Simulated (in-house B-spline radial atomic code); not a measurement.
A run on Al2+ (an excited or competing configuration) that did not converge. Method: non-relativistic B97-1, spin-polarised, spherical fractional occupations, point nucleus; computed with a B-spline radial code for spherical atoms. In the input, 2p2,3 would mean two up and three down electrons.

Command:
```bash
python run_scf.py task.json out
```
Settings:
```
Z                13
configuration    1s2 2s0,1 2p6 3s0,1 4f1,0
hamiltonian      nr
method           b97_1
spin_polarised   True
```

First and last ten iterations of the last attempt (damped for 15 steps, keeping 80 % of the old Fock matrix, then DIIS):
```
 iter        energy (Eh)    residual
    1        -234.283116    2.90e-01
    2        -236.035291    1.56e-01
    3        -236.203351    1.14e-01
    4        -236.294107    8.24e-02
    5        -236.342423    5.94e-02
    6        -236.367895    4.28e-02
    7        -236.381202    3.07e-02
    8        -236.388112    2.21e-02
    9        -236.391683    1.58e-02
   10        -236.393525    1.14e-02
  111        -236.395488    3.77e-06
  112        -236.395488    2.42e-06
  113        -236.395488    2.33e-06
  114        -236.395488    1.12e-06
  115        -236.395488    9.85e-07
  116        -236.395488    8.95e-07
  117        -236.395488    6.71e-07
  118        -236.395488    5.82e-07
  119        -236.395488    5.71e-07
  120        -236.395488    6.03e-07
 not converged after 120 iterations
```

The smallest residual met was 5.6e-07; the threshold is about 1e-07. Over the last five steps the energy moves by less than 1e-08 hartree, but the orbitals didn't meet the threshold. Time taken, with all properties: 2 s on 1 thread of Arm Neoverse V1, on a shared host.
